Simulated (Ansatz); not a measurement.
Geometry optimisation, RKS B3LYP-D4/6-31G in Ansatz 0.2.0.

The input (input.yaml):

```yaml
crystal:
  periodic: [false, false, false]
  atoms:
    - { symbol: C, position_ang: [-1.1303, 0.1268, 1.1519] }
    - { symbol: S, position_ang: [0.1572, 1.2867, 0.6218] }
    - { symbol: B, position_ang: [0.4686, 0.3663, -1.0021] }
    - { symbol: "N", position_ang: [1.609, -0.7393, -1.0327] }
    - { symbol: Cl, position_ang: [-0.4021, 0.8254, -2.541] }
    - { symbol: H, position_ang: [-0.7926, -0.846, 1.2618] }
    - { symbol: H, position_ang: [-1.5546, 0.5212, 2.1176] }
    - { symbol: H, position_ang: [-1.9604, 0.1986, 0.385] }
    - { symbol: H, position_ang: [2.28646, -0.33611, -1.78929] }
    - { symbol: H, position_ang: [1.22728, -1.57286, -1.40277] }
basis:
  gaussian: { orbitals: "6-31G" }
hamiltonian:
  xc: b3lyp
  dispersion: d4
relax:
  f_tol: 0.015
  max_steps: 40
output:
  orbitals: {}
```

Launched with:

```bash
$ ansatz run input.yaml --threads 1 --pin off --max-ram 2048MiB --backend cpu --events-out ev --progress --plain --runs-dir out
```

Q: Where does it end, and by what steps?

A: The run converged. Limits of this set-up: no polarisation functions. After 25 steps the energy has fallen by 2.437 eV; Cl5 moved furthest, 1.68 Å.

```
step  energy less start (eV)  largest force component (eV/Å)  accepted
   0                  0.0000                           4.395       yes
   1                 -0.5017                           2.498       yes
   2                 -0.7884                           1.920       yes
   3                 -1.0710                           2.068       yes
   4                 -1.3834                           2.241       yes
   5                 -1.6698                           2.441       yes
   6                 -1.9365                           1.395       yes
   7                 -2.1060                           1.281       yes
   8                 -2.2049                           0.412       yes
   9                 -2.2541                           1.124       yes
  10                 -2.3148                           0.558       yes
  11                 -2.3651                           0.582       yes
  12                 -2.4138                           0.150       yes
  13                 -2.4251                           0.135       yes
  14                 -2.4280                           0.138       yes
  15                 -2.4304                           0.087       yes
  16                 -2.4237                           0.446        no
  17                 -2.4296                           0.244        no
  18                 -2.4328                           0.024       yes
  19                 -2.4346                           0.130       yes
  20                 -2.4360                           0.044       yes
  21                 -2.4367                           0.084       yes
  22                 -2.4371                           0.072       yes
  23                 -2.4373                           0.057       yes
  24                 -2.4374                           0.020       yes
  25                 -2.4375                           0.005       yes
```

```xyz
10
Properties=species:S:1:pos:R:3
C -1.340 0.392 1.227
S 0.506 0.337 0.805
B 0.544 -0.228 -0.955
N 1.758 -0.391 -1.622
Cl -1.004 -0.591 -1.880
H -1.774 -0.601 1.119
H -1.392 0.721 2.265
H -1.847 1.102 0.575
H 2.649 -0.212 -1.181
H 1.809 -0.698 -2.583
```

Run time: 120 s on 1 CPU thread of a shared host.
